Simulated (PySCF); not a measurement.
CH₁₂N₂Si₃, SMILES [SiH3]C([SiH2]N)(N)[SiH3].

Geometry optimised at PBE0-D3(BJ)/def2-SVP. A frequency run showed that this geometry is not a minimum. This is a generated structure with no PubChem entry under its InChIKey; it may be hypothetical. Other conformers were not sampled.

Method: TDA-PBE/def2-SVPD (PySCF).

Vertical excitations. Isolated molecule, no solvent.

```csv
state,energy (eV),λ (nm),f,main pairs
S1,4.53,273,0.003,HOMO→LUMO 99 %
S2,4.98,249,0.002,HOMO→LUMO+1 99 %
S3,5.36,231,0.004,HOMO→LUMO+2 93 %
S4,5.51,225,0.008,"HOMO−1→LUMO 85 %, HOMO→LUMO+3 13 %"
S5,5.60,222,0.082,"HOMO→LUMO+3 81 %, HOMO−1→LUMO 12 %"
S6,5.71,217,0.004,HOMO→LUMO+4 95 %
T1,4.34,286,0,HOMO→LUMO 100 %
T2,4.82,257,0,HOMO→LUMO+1 99 %
```
Triplets are in the Tamm–Dancoff approximation.
